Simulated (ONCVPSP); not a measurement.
## Configuration tests for Re (Z = 75) (ONCV)

- Element: rhenium (Re)
- Generator: ONCVPSP 4.0.1
- Type: optimised norm-conserving Vanderbilt (ONCV)
- Functional: PBE
- Relativity: fully relativistic
- Frozen core: [Kr] 4d10 4f14
- Valence charge: 15
- Reference configuration: 5s2 5p6 5d5 6s1.75 (charge +0.25)
- Partial waves: 5s+6s: rc 2.00 bohr, ncon 5, nbas 9, qcut 5 1/bohr, 2 projectors; 5p: rc 1.60 bohr, ncon 4, nbas 9, qcut 9.5 1/bohr, 1 projector; 5d: rc 1.50 bohr, ncon 4, nbas 7, qcut 7.4 1/bohr, 2 projectors, debl 3.6 Ha
- Local potential: polynomial inside 1.25 bohr (lpopt 5, dvloc0 6 Ha)
- Core correction: Teter function, fcfact 3, rcfact 1.3

Open shells are filled in proportion to 2j + 1.

Energies are relative to the spin-unpolarised reference configuration 5s2 5p6 5d5 6s1.75; without spin polarisation the order of configurations can differ from experiment.

Problem. Give the all-electron excitation energy and the error of the potential for: 5s2 5p6 5d5 6s2; 5s2 5p6 5d5 6s1; 5s2 5p6 5d5 6s0; 5s2 5p6 5d5 6s0 6p1.

Solution.

```json
{"valence configuration": "5s2 5p6 5d5 6s2", "charge": "0", "ΔE all-electron (eV)": "-1.688", "error AE − PS (meV)": "-0.1"}
{"valence configuration": "5s2 5p6 5d5 6s1", "charge": "+1", "ΔE all-electron (eV)": "7.567", "error AE − PS (meV)": "-0.9"}
{"valence configuration": "5s2 5p6 5d5 6s0", "charge": "+2", "ΔE all-electron (eV)": "23.893", "error AE − PS (meV)": "-6.3"}
{"valence configuration": "5s2 5p6 5d5 6s0 6p1", "charge": "+1", "ΔE all-electron (eV)": "13.313", "error AE − PS (meV)": "-97"}
```

Levels in the configuration 5s2 5p6 5d5 6s0 6p1:

```json
{"level": "5s j=1/2", "all-electron (eV)": "-94.330", "pseudo (eV)": "-94.520"}
{"level": "5p j=3/2", "all-electron (eV)": "-53.259", "pseudo (eV)": "-53.335"}
{"level": "5p j=1/2", "all-electron (eV)": "-64.232", "pseudo (eV)": "-64.332"}
{"level": "5d j=5/2", "all-electron (eV)": "-13.885", "pseudo (eV)": "-13.926"}
{"level": "5d j=3/2", "all-electron (eV)": "-14.837", "pseudo (eV)": "-14.879"}
{"level": "6p j=3/2", "all-electron (eV)": "-7.477", "pseudo (eV)": "-7.523"}
{"level": "6p j=1/2", "all-electron (eV)": "-8.389", "pseudo (eV)": "-8.105"}
```

These tests converged, but a pseudo level misses the all-electron one widely, so the file describes the atom poorly there or has found another state: 5s2 5p6 5d5 6s0 6p1: empty 6s by 6.4 eV.

Note: ghosts flagged at negative energy: p1/2 at -1558.6 eV; no localised positive-energy state flagged. A true bound ghost makes a file unfit for plane-wave use.
